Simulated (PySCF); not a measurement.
VF4 (doublet state).
Structure used (PBE0-D3(BJ)/def2-SVP), in Å, numbered top down from 1:
```xyz
5
VF4 angstrom
V      0.0009   -0.0025   -0.0022
F     -0.0006   -0.0885    1.6979
F      1.6372    0.0945   -0.4622
F     -0.7613    1.3545   -0.6918
F     -0.8761   -1.3581   -0.5418
```

Level of theory: PBE0-D3(BJ)/def2-SVP geometry optimisation, gas phase (PySCF 2.14.0).

**Question.** Which atoms are bound to V1, and at what distances?

**Answer.** 4 atoms: F2 1.702 Å, F5 1.702 Å, F4 1.702 Å, F3 1.702 Å.

**Question.** List the angles at V1.

**Answer.** 
```csv
angle,degrees,distance of the outer atoms (Å)
F3–V1–F5,117.1,2.90
F2–V1–F4,116.4,2.89
F2–V1–F5,106.0,2.72
F4–V1–F5,106.0,2.72
F3–V1–F4,106.0,2.72
F2–V1–F3,105.9,2.72
```

**Question.** What is the shape at V1?

**Answer.** Distorted tetrahedral: angles from 105.9° to 117.1°; τ4 = (360° − α − β)/141° = 0.90 with α and β the two widest (0 for a square, 1 for a tetrahedron).

Point group: near Td, missed by 0.19 Å at most; the miss may be what the optimiser left on a soft mode (D2d holds within 0.08 Å). Charge 0, doublet. ⟨S²⟩ = 0.754 (exact for a doublet: 0.75). Not checked by PBE0-D3(BJ)/def2-SVP frequencies.

For an open-shell metal species like this, the optimisation's SCF solution wasn't tested for stability and no frequencies at its level were run, so a lower state or another shape may exist.
